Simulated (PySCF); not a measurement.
An unknown shows these calculated signals:

¹H NMR (400 MHz, computed): δ 5.15 (t, 2H), 5.01 (s, 2H), 3.88 (s, 3H), 1.84 (m, 2H), 1.30 (t, 1H).

¹³C{¹H} NMR (computed): δ 85.4 (C), 74.2 (CH), 50.5 (CH3), 8.0 (CH2).

All values are calculated (PySCF 2.14): GFN2-xTB structure, shielding tensors at PBE0/pcSseg-1 (GIAO). Single conformer, non-relativistic Hamiltonian, averaged over atoms made equivalent by symmetry, fast rotation or ring inversion, in vacuum.

Chemical shifts δ = σref − σ; ¹H, ¹³C vs TMS, all at this level.

Which of these does the molecule contain: a C≡C triple bond, a Si–H bond, a tert-butyl group, an ester, a vinyl group CH=CH2?

Results:


- A C≡C triple bond: yes (δC 74.2, 85.4; δH 1.30 (t)).
- A Si–H bond: yes (δH 5.15 (t)).
- A tert-butyl group: no.
- An ester: no.
- A vinyl group CH=CH2: no.

The data belong to `C#CC[SiH2]O[SiH2]OC`, C4H10O2Si2; they needn't prove each group on their own.

Carbon signals by region: 3 at 50–100 ppm, 1 below 50 ppm.

Shifts are as computed. Against solution values, carbons near 30 ppm lie about +3 ppm off and those near 130 ppm about +5 ppm. Of 1309 compounds with measured shifts, 239 miss one by over three times the rms of a fit or turn the order of signals round; such compounds aren't used in these exercises. Multiplicities follow the n + 1 count of equivalent neighbours, as no J values were calculated; m marks all less simple cases, F and P coupling included.
